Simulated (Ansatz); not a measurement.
Reaction (substitution at a C–S bond): `CB(O)SCO` + CH₃OH → `COCO` + `CB(O)S`

Gas-phase electronic energies from Ansatz, PBE0-D4/def2-TZVP geometries. CCSD(T)/CBS is the MP2 limit (def2-TZVPP, def2-QZVPP) plus CCSD(T) − MP2 in def2-TZVPP, frozen cores. This one scheme is used for every species. Functionals use def2-TZVPP. B3LYP here is the variant with VWN-RPA as its local correlation; programs differ in this. Each species was taken in one conformer, which may not be the lowest.

`CB(O)SCO`:

Cartesian coordinates in Å:
```
C -1.479 -0.228 -0.334
B -0.557 1.038 -0.239
O -1.068 2.228 -0.657
S 1.141 1.039 0.419
C 1.451 -0.714 0.814
O 2.032 -1.440 -0.222
H -0.979 -1.115 -0.731
H -2.348 -0.017 -0.960
H -1.849 -0.501 0.660
H -0.472 2.975 -0.557
H 2.165 -0.715 1.637
H 0.510 -1.150 1.160
H 1.454 -1.400 -0.990
```

CH₃OH:

Z-matrix (Å, degrees):
```
C
O 1 1.409
H 1 1.097 2 112.4
H 1 1.090 2 107.0 3 -118.5
H 1 1.097 2 112.4 3 123.0
H 2 0.959 1 108.5 3 -61.6
```

`COCO`:

Cartesian coordinates in Å:
```
C -1.196 -0.369 0.483
O 0.048 0.185 0.850
C 0.797 0.624 -0.236
O 1.251 -0.413 -1.056
H -1.701 -0.662 1.403
H -1.813 0.369 -0.045
H -1.072 -1.247 -0.159
H 1.627 1.194 0.194
H 0.200 1.271 -0.891
H 1.860 -0.953 -0.543
```

`CB(O)S`:

Z-matrix (Å, degrees):
```
C
B 1 1.565
H 1 1.094 2 110.8
H 1 1.094 2 111.3 3 118.3
H 1 1.091 2 111.4 3 -120.6
O 2 1.359 1 119.2 3 118.3
S 2 1.829 1 122.6 3 -61.5
H 6 0.961 2 115.1 1 -179.8
H 7 1.341 2 96.8 1 -0.2
```

```csv
level,ΔE (kJ/mol)
r2SCAN-D4,-10.8
PBE0-D4,-8.2
B3LYP-D4,-11.3
ωB97X-V,-15.0
B2PLYP,-14.4
CCSD(T)/def2-TZVPP,-14.0
HF/CBS(def2),-28.0
CCSD/CBS(def2),-10.6
```

(1) What does CCSD(T)/CBS give? (Estimate.)

Largest T1 diagnostic among the species: 0.012.

Results:

(1) The calculation gave: -7.9 kJ/mol. The listed levels differ from it by -2.9, -0.3, -3.4, -7.1, -6.5, -6.1, -20.1, -2.7 kJ/mol.

The D4 term adds +5.1 kJ/mol with B3LYP and +3.0 kJ/mol with PBE0; it sums over pairs of atoms, weighted by their polarisabilities, and B3LYP, whose exchange is more repulsive, gets the larger term. In def2-TZVPP, CCSD(T) changes the Hartree–Fock value by +14.8 kJ/mol (the triples alone add +2.8 kJ/mol) and MP2 by +20.1 kJ/mol.
